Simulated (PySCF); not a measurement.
Level of theory: PySCF with B3LYP-D3(BJ)/def2-TZVP. All species are isolated molecules in the gas phase. One relaxed conformer stands for a flexible species; it need not be the lowest. B3LYP has the VWN-RPA correlation part, as in Gaussian. 

Reference species (SMILES): `C[CH2][GeH3]` (neutral, multiplicity 1).

The HOMO is -8.06 eV and the HOMO–LUMO gap comes out as 8.59 eV.

Changed species: `CCC(C)=O` (C–C–C–O torsion 7°) (X = acetyl; the reference has X = germyl).

Problem. Predict the effect on the HOMO and HOMO–LUMO gap.

Solution. the HOMO rises by 1.12 eV, to -6.94 eV; the HOMO–LUMO gap falls by 2.22 eV, to 6.37 eV.
